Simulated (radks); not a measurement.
Values are calculated unless marked as measured or tabulated.
Task: These are the eigenvalues of the occupied orbitals of an atom or ion with whole-number occupations (hartree). Level of theory: scalar-relativistic Kohn-Sham, PBE, spin-polarised, spherical densities, finite nucleus; Fermi nuclear charge, rms radius of each element as measured or else 0.836 A^(1/3) + 0.57 fm (a radial shooting solver on a logarithmic mesh with Libxc functionals).

| orbital | eigenvalue |
|---|---|
| 1s up | -3330.773 |
| 1s down | -3330.772 |
| 2s up | -599.0368 |
| 2s down | -599.0366 |
| 2p up | -512.7447 |
| 2p down | -512.7443 |
| 3s up | -145.0966 |
| 3s down | -145.0962 |
| 3p up | -120.4280 |
| 3p down | -120.4276 |
| 3d up | -95.59300 |
| 3d down | -95.59267 |
| 4s up | -33.80073 |
| 4s down | -33.80016 |
| 4p up | -25.71381 |
| 4p down | -25.71319 |
| 4d up | -16.45255 |
| 4d down | -16.45185 |
| 5s up | -6.43936 |
| 5s down | -6.43767 |
| 4f up | -6.25542 |
| 4f down | -6.25461 |
| 5p up | -4.16869 |
| 5p down | -4.16687 |
| 5d up | -1.63912 |
| 5d down | -1.63305 |
| 6s up | -1.14053 |
| 6s down | -1.11301 |
| 6p up | -0.72006 |

Which element is it, and in what charge state? The configuration may be excited. Open shells, if any, are filled with parallel spins first.

Result: Z = 83, bismuth, charge +2: Bi2+ in [Hg] 6p1. The list shows which subshells hold electrons but not how many an open one holds; the 1s level, -3330.8 hartree, gives Z - s = 81.6 by -(Z - s)^2/2, which with screening and relativity narrows Z to a few neighbours, and the depths of the outer levels then fix element, charge and occupations together.
